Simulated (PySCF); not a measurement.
Cl2GeH4Si, SMILES Cl[SiH](Cl)[GeH3]. Atoms are numbered in the order given.

```xyz
8

Si     0.5949     0.5816     0.0000
Cl     1.4896    -0.2141     1.6802
Cl     1.4896    -0.2141    -1.6802
Ge    -1.6676    -0.0701     0.0000
H      0.8463     2.0427     0.0000
H     -2.3704     0.4690    -1.2538
H     -2.3704     0.4690     1.2538
H     -1.7178    -1.6026     0.0000
```

Coordinates come from a ωB97X-D3(BJ)/def2-SVP optimisation. This is a generated structure with no PubChem entry under its InChIKey; it may be hypothetical.

Calculation: ωB97X-D3(BJ)/def2-SVP (PySCF 2.14.0).

Frequencies are harmonic and unscaled.

Computed vibrational spectrum:
```
mode  ν (cm⁻¹)  IR (km/mol)  Raman (Å⁴/amu)  depolarisation  moving atoms (share of kinetic energy)
----  --------  -----------  --------------  --------------  --------------------------------------
1           93          0.9             1.2            0.75       Cl 59 %, Ge 16 %, H 13 %, Si 12 %
2          106          0.1             0.1            0.75                                  H 91 %
3          126          5.5             1.7            0.59                Cl 53 %, Ge 31 %, Si 9 %
4          192          6.0             2.5            0.67                        Cl 66 %, Si 28 %
5          357         11.6            13.3            0.11       Si 39 %, Ge 23 %, H 21 %, Cl 16 %
6          479         31.9             7.9            0.75                                  H 88 %
7          493         16.5             5.0            0.64                         H 73 %, Si 20 %
8          556         62.5             5.4            0.51                        Si 52 %, Cl 41 %
9          603         90.6             3.7            0.75                        Si 57 %, Cl 35 %
10         765        324.5             4.6            0.52                                  H 91 %
11         816         85.0            14.4            0.75                                  H 93 %
12         834         28.4            12.8            0.69                                  H 93 %
13         901         54.6            21.3            0.75                                  H 99 %
14         901         39.3            29.6            0.75                                  H 99 %
15        2193         76.4           254.4            0.05                                  H 99 %
16        2196        111.8           128.2            0.75                                  H 98 %
17        2204         81.8           133.7            0.43                                  H 99 %
18        2292        104.8           177.4            0.19                                  H 97 %
```
